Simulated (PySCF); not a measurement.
An equivalent PySCF input for Ce⁴²⁺ (cerium, charge +42), [Ne] 3s2 3p4, high-spin 3P determinant, with no relativity, point nucleus:

```python
from pyscf import gto, scf, dft, mp, cc
mol = gto.M(atom="Ce 0 0 0", charge=42, spin=2, symmetry="D2h",
            basis=gto.etbs([(0, 19, 7.7, 2.2), (1, 12, 10, 2.2), (2, 5, 44, 2.4), (3, 4, 66, 2.4), (4, 4, 98, 2.4)]))
mf = scf.UHF(mol)
mf.irrep_nelec = {'Ag': (3, 3), 'B1u': (2, 1), 'B2u': (2, 2), 'B3u': (2, 1)}
mf.kernel()
```

It reaches the same state as the run whose output follows, and the same energy. The run itself started from symmetry-adapted Hartree-Fock orbitals and held the occupation by maximum overlap, so the iterations belong to that start.

```
SCF conv_tol = 1e-09
number electrons alpha = 9  beta = 7
cycle= 1 E= -7008.03140526004  delta_E= -0.00896  |g|= 0.0748  |ddm|= 0.0364
cycle= 2 E= -7008.03166341581  delta_E= -0.000258  |g|= 0.014  |ddm|= 0.00628
cycle= 3 E= -7008.03167282753  delta_E= -9.41e-06  |g|= 0.00012  |ddm|= 0.00143
cycle= 4 E= -7008.03167282787  delta_E= -3.4e-10  |g|= 4.27e-06  |ddm|= 8.03e-06
converged SCF energy = -7008.03167282787  <S^2> = 2.0008277  2S+1 = 3.0005518
```

A non-relativistic calculation at this Z misses sizeable relativistic shifts. Spin-orbit coupling is strong in this species (close to jj coupling), so the high-spin LS determinant is a model state, not a physical level.
